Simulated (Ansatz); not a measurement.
Relaxation of FH8NO3PTa (15 atoms, charge 0, multiplicity 1), to a largest force component of 0.03 eV/Å in at most 50 steps.

Computed with Ansatz 0.2.0, RHF/def2-SVP.

```xyz
15
Properties=species:S:1:pos:R:3:forces:R:3
Ta -0.120 0.170 0.228 1.25 0.42 -0.12
O 1.852 0.190 0.232 -1.41 0.38 -0.02
H 2.399 0.331 0.989 -0.02 -0.01 -0.02
N -0.230 0.443 2.234 0.00 0.00 0.07
H -0.462 -0.255 2.918 0.01 0.03 -0.03
H 0.056 1.280 2.716 -0.02 -0.06 -0.04
F -0.033 -0.314 -1.621 0.02 0.00 0.00
O -0.821 1.879 -0.124 -0.13 0.09 0.07
H -1.470 2.500 0.173 0.14 -0.12 -0.08
O -1.212 -1.356 0.477 -0.05 -0.01 0.08
H -1.635 -1.850 1.160 0.03 0.02 -0.04
P 1.400 -3.109 1.163 0.25 -0.34 0.00
H 0.983 -3.845 0.032 0.01 0.03 0.04
H 2.618 -3.805 1.353 -0.04 0.04 -0.01
H 1.955 -2.018 0.450 -0.02 -0.47 0.10
```

Task: Where does it end, and by what steps?

Result: It converged. The force dipped under the threshold on the way, but the program's further checks kept it going. After 45 steps the energy has fallen by 0.758 eV; H14 moved furthest, 2.27 Å.

```json
{"step": "0", "energy less start (eV)": "0.0000", "largest force component (eV/Å)": "1.411", "accepted": "yes"}
{"step": "2", "energy less start (eV)": "-0.2367", "largest force component (eV/Å)": "0.371", "accepted": "yes"}
{"step": "4", "energy less start (eV)": "-0.2638", "largest force component (eV/Å)": "0.438", "accepted": "yes"}
{"step": "6", "energy less start (eV)": "-0.3206", "largest force component (eV/Å)": "0.385", "accepted": "yes"}
{"step": "8", "energy less start (eV)": "-0.3551", "largest force component (eV/Å)": "0.373", "accepted": "yes"}
{"step": "10", "energy less start (eV)": "-0.4139", "largest force component (eV/Å)": "0.524", "accepted": "yes"}
{"step": "12", "energy less start (eV)": "-0.4779", "largest force component (eV/Å)": "1.022", "accepted": "yes"}
{"step": "14", "energy less start (eV)": "-0.5681", "largest force component (eV/Å)": "1.004", "accepted": "yes"}
{"step": "16", "energy less start (eV)": "-0.6262", "largest force component (eV/Å)": "0.909", "accepted": "yes"}
{"step": "18", "energy less start (eV)": "-0.6500", "largest force component (eV/Å)": "0.610", "accepted": "yes"}
{"step": "20", "energy less start (eV)": "-0.6766", "largest force component (eV/Å)": "0.048", "accepted": "yes"}
{"step": "22", "energy less start (eV)": "-0.6797", "largest force component (eV/Å)": "0.108", "accepted": "yes"}
{"step": "24", "energy less start (eV)": "-0.6835", "largest force component (eV/Å)": "0.206", "accepted": "yes"}
{"step": "26", "energy less start (eV)": "-0.6902", "largest force component (eV/Å)": "0.322", "accepted": "yes"}
{"step": "28", "energy less start (eV)": "-0.7010", "largest force component (eV/Å)": "0.325", "accepted": "yes"}
{"step": "30", "energy less start (eV)": "-0.7133", "largest force component (eV/Å)": "0.255", "accepted": "yes"}
{"step": "32", "energy less start (eV)": "-0.7200", "largest force component (eV/Å)": "0.186", "accepted": "yes"}
{"step": "34", "energy less start (eV)": "-0.7264", "largest force component (eV/Å)": "0.422", "accepted": "yes"}
{"step": "36", "energy less start (eV)": "-0.7342", "largest force component (eV/Å)": "0.536", "accepted": "yes"}
{"step": "38", "energy less start (eV)": "-0.7524", "largest force component (eV/Å)": "0.168", "accepted": "yes"}
{"step": "40", "energy less start (eV)": "-0.7555", "largest force component (eV/Å)": "0.114", "accepted": "yes"}
{"step": "42", "energy less start (eV)": "-0.7574", "largest force component (eV/Å)": "0.054", "accepted": "yes"}
{"step": "44", "energy less start (eV)": "-0.7577", "largest force component (eV/Å)": "0.041", "accepted": "yes"}
{"step": "45", "energy less start (eV)": "-0.7579", "largest force component (eV/Å)": "0.011", "accepted": "yes"}
```

```xyz
15
Properties=species:S:1:pos:R:3
Ta 0.074 0.572 0.667
O 1.371 1.931 0.371
H 2.228 2.239 0.139
N -0.026 1.022 2.587
H -0.591 0.521 3.247
H 0.432 1.810 3.005
F 1.382 -0.668 -0.001
O -1.261 1.404 -0.406
H -2.156 1.150 -0.564
O -1.005 -0.979 0.967
H -0.935 -1.922 0.983
P 0.965 -4.004 0.495
H 1.442 -3.830 -0.819
H 1.203 -5.394 0.564
H 2.153 -3.612 1.144
```

Run time: 100 s on 4 threads of Arm Neoverse V2, with other jobs on the host, peak memory 0.48 GiB.
